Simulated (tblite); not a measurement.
Write Cartesian coordinates for `C(=O)(OC)C#C[SiH2]P[SiH2]C` as optimised with GFN2-xTB.

```xyz
21
C5H11O2PSi2 angstrom
C     -5.3512   -0.6223   -1.0792
O     -4.1740   -0.0002   -0.5904
C     -3.3635   -0.7796    0.1380
O     -3.5796   -1.9351    0.4008
C     -2.1898   -0.0540    0.5560
C     -1.1838    0.5015    0.9289
Si     0.4325    1.2959    1.3652
P      1.7805    0.7940   -0.3464
Si     3.7587    0.5043    0.6673
C      4.9112   -0.3428   -0.5795
H     -5.9715   -0.9701   -0.2503
H     -5.8760    0.1336   -1.6576
H     -5.0955   -1.4776   -1.7086
H      0.8305    0.7677    2.6751
H      0.2667    2.7496    1.3994
H      1.4505   -0.5472   -0.3789
H      4.2383    1.8447    1.0202
H      3.6642   -0.2975    1.8961
H      4.5553   -1.3377   -0.8341
H      4.9713    0.2300   -1.5010
H      5.9162   -0.4404   -0.1807
```

Orientation and origin are arbitrary. Atoms count from 1 in this order. Of the pairs four or more bonds apart, O4···H13 is among the closest relative to their van der Waals radii: 2.64 Å, 97 % of the sum of Bondi's values. Si9 (SiH2 silicon) is distorted tetrahedral (angles from 106.2° to 113.1°). O2 (ester single-bonded oxygen) is bent (angle 115.7°). The C–C distances run from 1.208 Å (C5≡C6, drawn triple) to 1.442 Å (C3–C5, drawn single), a spread of 0.234 Å.

Bonds between heavy atoms (Å): C1–O2 1.418, O2–C3 1.340, C3=O4 1.204, C3–C5 1.442, C5≡C6 1.208, C6–Si7 1.853, Si7–P8 2.236, P8–Si9 2.242, Si9–C10 1.897.

Structure optimised with GFN2-xTB, isolated species.

Point group: C1 (no symmetry element, even within 0.4 Å). Its lowest GFN2-xTB frequency is 6 cm⁻¹, too small to tell a flat minimum from a shallow saddle. One conformer, not necessarily the lowest (C1–O2–C3–O4 -1°, C6–Si7–P8–Si9 -144°, Si7–P8–Si9–C10 166°). 3 starts were optimised and ended at 0.00, 0.03 and 0.12 kcal/mol (GFN2-xTB); the lowest of these is shown.

On an Arm Neoverse N1 with one thread, no GPU (shared host), this took 3.5 s of wall time. These figures are those of the optimisation.

All values are computed, not measured.
